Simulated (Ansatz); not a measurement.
System: CHO, charge 0, multiplicity 2. It need not be the lowest isomer of its formula. 
Geometry from a B3LYP-D3(BJ)/def2-TZVP (Ansatz, a quantum-chemistry and plane-wave program) optimisation:
```
O
C 1 1.2674
H 1 0.9900 2 115.15
```
Charge 0, spin multiplicity 2.

Basis-set convergence of Hartree-Fock and CCSD correlation energies (hartree) with Ansatz. Correlated levels leave the core frozen unless marked. UHF or UKS for open shells. No spin-orbit coupling. No relativistic terms.

```
basis    functions       E(HF)  E(corr, CCSD)
-------  ---------  ----------  -------------
cc-pVDZ         33  -113.20778       -0.29403
cc-pVTZ         74  -113.24154       -0.36271
cc-pVQZ        140  -113.25010       -0.38568
```

Extrapolating the two largest sets (X = 3 and 4) as X^-3: E(corr) = (64·(-0.38568) - 27·(-0.36271))/37 = -0.4024 Eh, an estimate of the basis-set limit. The largest set recovers 95.8 % of it, the smallest 73.1 %.
